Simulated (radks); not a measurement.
The nuclear charge of the thallium ion Tl2+ is varied continuously with 79 electrons held in [Xe] 4f14 5d10 6s1. All-electron calculation, scalar-relativistic Kohn-Sham, PBE, spin-unpolarised, spherical densities, point nucleus. Program: a radial shooting solver on a logarithmic mesh with Libxc functionals. By the Hellmann-Feynman theorem dE/dZ = E(electron-nucleus)/Z, the electronic potential at the nucleus. The scalar-relativistic energy here is not variational (the density holds large components alone), so the two differ by a part that grows with Z.

| Z | E (hartree) | E(electron-nucleus)/Z (hartree) | HOMO | e(HOMO) (eV) | <r> HOMO (bohr) |
|---|---|---|---|---|---|
| 80 | -19622.3191 | -610.818 | 6s | -14.713 | 2.512 |
| 80.25 | -19776.8381 | -613.805 | 6s | -17.231 | 2.444 |
| 80.5 | -19932.1224 | -616.797 | 6s | -19.849 | 2.383 |
| 80.75 | -20088.1733 | -619.794 | 6s | -22.564 | 2.326 |
| 81 | -20244.9923 | -622.795 | 6s | -25.373 | 2.273 |
| 81.25 | -20402.5809 | -625.803 | 6s | -28.272 | 2.224 |
| 81.5 | -20560.9408 | -628.816 | 6s | -31.259 | 2.178 |
| 81.75 | -20720.0737 | -631.835 | 6s | -34.332 | 2.135 |
| 82 | -20879.9812 | -634.860 | 6s | -37.489 | 2.094 |

The central difference of E at Z = 81 is -628.815 hartree, to compare with the third column; the second derivative is -12.3 hartree.
